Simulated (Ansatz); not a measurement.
Process, species as SMILES: O[Si](Cl)(Cl)Cl -> [O][Si](Cl)(Cl)Cl + H atom (the H-O bond at the site shown breaks; other sites are not compared here)
Geometries: B3LYP-D3(BJ)/def2-TZVP minima from Ansatz (a quantum-chemistry and plane-wave program), one conformer each, not searched for the lowest.

Wanted: bond dissociation energy (electronic energy difference), in kJ/mol. Valence correlation only, unless marked. Open shells are spin-unrestricted. No spin-orbit coupling. Non-relativistic. Basis-set limits of correlation are two-point, X^-3; Hartree-Fock from the larger set.

CCSD(T)/CBS(cc-pV(T+d)Z,cc-pV(Q+d)Z) (Ansatz) gives 547.8 kJ/mol.

Q: Another calculation gave 513.1 kJ/mol. Which level was it?
(A) BLYP/def2-TZVPD (Ansatz)
(B) r2SCAN/def2-TZVPD (Ansatz)
(C) SVWN5/def2-TZVPD (Ansatz)
(D) LC-wPBE/def2-TZVPD (Ansatz)

A: B, r2SCAN/def2-TZVPD (Ansatz). The others give 526.4 (LC-wPBE), 501.5 (BLYP), 577.1 (SVWN5) kJ/mol.
